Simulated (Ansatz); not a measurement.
Potential energy curve for SiNa (anion, charge -1), lowest triplet found (which spin is the ground state isn't settled by this scan).

Levels of theory: ROHF/aug-cc-pVDZ (Ansatz, a quantum-chemistry and plane-wave program); ROMP2 = MP2 on ROHF/aug-cc-pVDZ, frozen core (Ansatz); ROCCSD = CCSD on ROHF/aug-cc-pVDZ, frozen core (Ansatz); ROCCSD(T) = CCSD(T) on ROHF/aug-cc-pVDZ, frozen core (Ansatz); ROCCSDT = CCSDT on ROHF/aug-cc-pVDZ, frozen core run with Ansatz; UKS-PBE = unrestricted PBE/aug-cc-pVDZ (Ansatz); FCI = full CI/aug-cc-pVDZ, frozen core (Ansatz).

All curves are set to zero at 2.99 Å and compared with full CI in the same basis at 2.99, 3.15, 3.31, 3.46, 3.75, 4.03, 4.45 Å.

**Question.** Which method stays most parallel to full CI over these points, and which least?

**Answer.** ROCCSDT has the smallest spread and ROMP2 the largest. In order (kcal/mol): ROCCSDT 0.05, ROCCSD(T) 0.10, UKS-PBE 0.85, ROCCSD 1.24, ROHF 3.71, ROMP2 5.62.

Errors against full CI at some of the points (kcal/mol):

| method | 3.75 Å | 4.45 Å | 6.04 Å | 6.92 Å | 9.36 Å |
|---|---|---|---|---|---|
| ROCCSDT | 0.0 | 0.0 | — | — | — |
| ROCCSD(T) | 0.0 | -0.1 | — | — | — |
| UKS-PBE | 0.9 | 0.3 | — | — | — |
| ROCCSD | -0.7 | -1.2 | — | — | — |
| ROHF | -1.7 | -3.7 | — | — | — |
| ROMP2 | 3.4 | 5.6 | — | — | — |

Dashes: no converged value, or the column stops at the first point that the program doubted or that broke a chosen test of continuity, which isn't proof of a fault.

Where the anion isn't bound against loss of the electron, the finite basis alone holds it. The T1 diagnostic of CCSD on the restricted reference of ROMP2, ROCCSD, ROCCSD(T), ROCCSDT exceeds 0.045 at 1.99 to 6.04 Å. The unrestricted determinant behind UKS-PBE is spin-contaminated at 1.99 to 9.36 Å (<S²> up to 2.7, against 2.00 for a pure triplet). Also computed but left out beside FCI, since their determinant holds another spin at the minimum (<S²> over 0.7 above the pure value): UHF, UMP2, UCCSD, UCCSD(T), UCCSDT, UCCSDT(Q), UKS-CAM-B3LYP, UHF/LANL2DZ.
